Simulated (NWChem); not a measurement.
AlHOBr2; SMILES [OH][Al]([Br])[Br]

```xyz
5

Al    -0.0580     0.0000     0.7334
Br    -1.9355     0.0000    -0.4715
Br     1.9418     0.0000    -0.2802
O     -0.2032     0.0000     2.4144
H      0.5174     0.0000     3.0471
```
Atoms are numbered in this order, from 1.

Program: NWChem. Pople sets run with spherical d functions. All runs use the structure optimised with PBE0/def2-SVP. Vzz is the largest principal value of the second derivative of the potential at the nucleus (NWChem prints the opposite sign); η is the asymmetry. Non-relativistic.

For level B3LYP/def2-SVP:

```
Quantity        Result
--------------  ------
Vzz Al1 (a.u.)   0.636
η Al1             0.60
Vzz Br2 (a.u.)   3.166
Vzz O4 (a.u.)    1.365
```

Q: Estimate the same quantities for level PBE/6-31G*.

A: 
- Vzz Al1 (a.u.) = 0.552
- η Al1 = 0.75
- Vzz Br2 (a.u.) = 3.241
- Vzz O4 (a.u.) = 1.265
